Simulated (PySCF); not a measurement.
Numbering as in the mapped SMILES `[CH2:1]=[C:2]1[SiH2:3][C@@H:4]1[C:5]1([Cl:6])[CH2:7][CH2:8]1`; H(Xn) means a hydrogen on atom n. Ha(Si3) is cis to C5 on the ring; Ha(C1) is cis to Si3; Ha(C7), Ha(C8) are pro-R; Hb(C7), Hb(C8) are pro-S; Hb(Si3) is trans to C5 on the ring; Hb(C1) is trans to Si3.

Non-relativistic, gas phase, single conformer. GFN2-xTB structure; GIAO PBE0/pcSseg-1 shieldings; PySCF 2.14.0 with density-fitted response routines.

References, each an isolated molecule treated in the same way: ¹³C (σ = 186.93 ppm) against TMS.

**Question.** Do the ¹³C shifts follow the atomic charges (in e)? Tabulate both.

**Answer.** 
```tsv
atoms	hybridisation	δ (ppm)	σ para (ppm)	Hirshfeld	IAO	Mulliken	ESP-fitted
C2	sp2	150.8	-225	-0.09	-0.24	-0.42	-0.03
C1	sp2	133.5	-202	-0.08	-0.29	-0.06	-0.37
C5	sp3	49.1	-108	+0.03	+0.03	-0.37	+0.04
C4	sp3	27.3	-89	-0.12	-0.37	-0.25	-0.30
C7	sp3	18.5	-85	-0.09	-0.29	-0.11	-0.20
C8	sp3	14.1	-79	-0.10	-0.30	-0.13	-0.36
```

Correlation coefficients of δ with charge over these carbons: Hirshfeld +0.01, IAO +0.06, Mulliken -0.28, ESP-fitted +0.21; with the paramagnetic shielding -1.00. Among the 4 sp3 carbons alone: Hirshfeld +0.85, IAO +0.86, Mulliken -0.96, ESP-fitted +0.89. With so few points, grouped by hybridisation, these coefficients are fragile. Charge is one influence among several: hybridisation and low-lying excitations act through the paramagnetic term.

Carbons that carry Cl, above all several Cl atoms, come out too deshielded, partly because spin–orbit coupling is missing. Shifts are as computed. Against solution values, carbons near 30 ppm lie about +3 ppm off and those near 130 ppm about +5 ppm; carbons on Cl a further +6 ppm. Of 1309 compounds with measured shifts, 239 miss one by over three times the rms of a fit or turn the order of signals round; such compounds aren't used in these exercises.
